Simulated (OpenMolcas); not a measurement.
# Au: effect of the IPEA shift

```
Program             : OpenMolcas 26.06
Basis               : ANO-RCC-VTZP [8s7p5d3f1g]
Scalar Hamiltonian  : DKH2, point nucleus
Active space        : 11 electrons in 6 orbitals (5d 6s)
State averaging     : 2S+1 = 2 even, 6 roots
Spin-orbit coupling : RASSI with atomic mean-field integrals over the reference wave functions, term energies averaged over their components
```

Methods on the same reference wave functions:
A. CASSCF
B. SS-CASPT2, IPEA 0 Eh, imaginary shift 0.1 Eh (closed shells correlated: 5s 5p)
C. SS-CASPT2, IPEA 0.25 Eh, imaginary shift 0.1 Eh (closed shells correlated: 5s 5p)

Energies in cm-1 above 5d10 6s 2S 1/2, the measured ground level; measured values from NIST Handbook of Basic Atomic Spectroscopic Data.

```csv
Level,A,B,C,Measured
5d10 6s 2S 1/2,0.0,0.0,0.0,0.0
5d9 6s2 2D 5/2,5330,6780,6650,9161
5d9 6s2 2D 3/2,17566,19020,18890,21435
```

Deviations, from unrounded energies. A percentage is the sum of absolute deviations over the sum of measured energies, with the sign that they share, or ± where signs differ.

| Against measurement | Levels | A | B | C |
| --- | --- | --- | --- | --- |
| mean absolute deviation (cm-1) | 2 | 3900 | 2400 | 2500 |
| other configurations (%) | 2 | -25.2 | -15.7 | -16.5 |

B lies closest to measurement on these levels and A furthest from it. The largest miss of B in the table is 5d9 6s2 2D 3/2, by -2400 cm-1. The ranking rests on the paired levels alone, and a cruder setting can come out closer through cancelling errors.

Between B and C the level of the table that moves most is 5d9 6s2 2D 5/2, by 130 cm-1 (lowest in C, highest in B). Moves below CASPT2's spread within the term are not significant.

The mean deviations of B to C differ by less than CASPT2's widest spread within a term (350 cm-1), so their order carries little weight.

The lowest spin-free term lies below A's lowest term by 0.604 hartree in B, 0.600 hartree in C.

CASPT2 breaks the degeneracy within a term, and the mean is taken; among the terms shown or strongly mixed into the levels shown the widest spread is 350 cm-1 (5d9 6s2 2D, C). A single d shell beside an s shell can misplace configurations of different d count against each other. Without dynamic correlation excited terms often stand tens of per cent too high (terms of higher spin than the ground term too low), and those without a measured partner can miss by more than the paired ones (holds for A). Measured partners are found by configuration, term and J. A level has none where our copy of the source lacks it or the pairing is in doubt (some pairs that miss far off the trend of their configuration count as doubtful), and it then counts in no deviation. Only configurations of the active space appear.
